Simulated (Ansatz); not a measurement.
Two isomers of C3H8AlB: A = `[BH2][Al]1[CH2][CH]1C`, B = `B[C](=C)[AlH][CH3]`.

Program: Ansatz. Geometries: PBE0-D4/def2-TZVP. ΔE: electronic, gas phase. CCSD(T)/CBS adds triple-zeta CCSD(T) − MP2 to the extrapolated MP2 energy (def2 sets, frozen cores). DFT in def2-TZVPP. B3LYP here is the variant with VWN-RPA as its local correlation; programs differ in this. One conformer a species, not always the lowest.

(1) Which is lower in electronic energy at CCSD(T)/CBS, and by how much? (Best estimate.)

(2) Give E(B) − E(A) in kcal/mol with MP2/def2-TZVPP, HF/def2-TZVPP, B2PLYP, PBE-D4, CCSD/def2-TZVPP, B3LYP-D4, CCSD(T)/def2-TZVPP. (An estimate is asked.)

Largest T1 diagnostic: 0.020.

Answers

(1) Computed: B, by 36.7 kcal/mol.

(2) Ansatz gave: MP2/def2-TZVPP -37.2, HF/def2-TZVPP -48.8, B2PLYP -37.2, PBE-D4 -26.3, CCSD/def2-TZVPP -37.9, B3LYP-D4 -36.9, CCSD(T)/def2-TZVPP -36.4. None reverses the order clearly.

In def2-TZVPP, CCSD(T) changes the Hartree–Fock value by +12.4 kcal/mol (the triples alone add +1.5 kcal/mol) and MP2 by +11.6 kcal/mol. From PBE to PBE0 (25 % exact exchange), in def2-TZVPP and without D4, E(B) − E(A) moves by −4.0 kcal/mol.
